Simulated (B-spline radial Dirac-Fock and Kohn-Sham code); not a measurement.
# L-shell conversion coefficients of Cd against transition energy

Level of theory: a Dirac-Hartree-Slater potential of the neutral atom with a Latter tail (no hole, which puts coefficients of high multipoles low close above an edge), finite nucleus with surface currents; a radial B-spline solver. Subshells within 1 keV of threshold and pair formation are left out.

```tsv
energy (keV)	E1	E2	E3	E5	M3	M4
10.3	12.3	17000	4.87e+06	3.77e+10	6.13e+06	1.00e+09
12.3	7.50	6950	1.68e+06	1.15e+10	1.95e+06	2.67e+08
13.4	5.89	4510	1.00e+06	6.35e+09	1.13e+06	1.42e+08
16.2	3.45	1740	319000	1.66e+09	339000	3.51e+07
17.5	2.77	1180	201000	9.51e+08	209000	2.00e+07
19.7	1.98	653	98400	4.02e+08	100000	8.46e+06
20	1.89	606	89900	3.59e+08	91400	7.58e+06
30.5	0.566	75.2	7120	1.55e+07	7120	376000
50	0.136	7.02	373	365000	412	12700
58.6	0.0858	3.35	146	109000	171	4410
70.5	0.0501	1.44	49.5	26600	62.7	1320
72	0.0471	1.31	43.8	22700	56.0	1150
83.6	0.0305	0.675	18.5	7280	25.4	446
89	0.0254	0.513	12.9	4530	18.3	301
100	0.0181	0.310	6.65	1880	10.1	146
110	0.0137	0.206	3.89	919	6.21	81.2
115	0.0121	0.171	3.04	659	4.97	62.0
200	0.00247	0.0183	0.159	11.6	0.353	2.51
292	0.000870	0.00450	0.0252	0.867	0.0672	0.337
500	0.000221	0.000760	0.00259	0.0330	0.00794	0.0258
529	0.000193	0.000641	0.00210	0.0243	0.00645	0.0201
735	9.23e-05	0.000257	0.000673	0.00473	0.00204	0.00512
819	7.35e-05	0.000195	0.000481	0.00293	0.00143	0.00337
910	5.94e-05	0.000150	0.000352	0.00188	0.00102	0.00227
1000	4.94e-05	0.000120	0.000269	0.00130	0.000758	0.00161
1210	3.46e-05	7.87e-05	0.000162	0.000644	0.000428	0.000835
1220	3.41e-05	7.73e-05	0.000159	0.000626	0.000418	0.000812
1640	2.04e-05	4.21e-05	7.81e-05	0.000241	0.000183	0.000317
2000	1.49e-05	2.88e-05	5.04e-05	0.000136	0.000109	0.000177
```

Problem. How fast do they fall between 1220 and 2000 keV?

Solution. As powers of the energy: E1 E^-1.68, E2 E^-2.00, E3 E^-2.32, E5 E^-3.08, M3 E^-2.73, M4 E^-3.08. Within one type (E or M) the higher multipoles fall faster.

Values without a named source are computed, but for edge energies of neutral atoms, which are taken from tables.
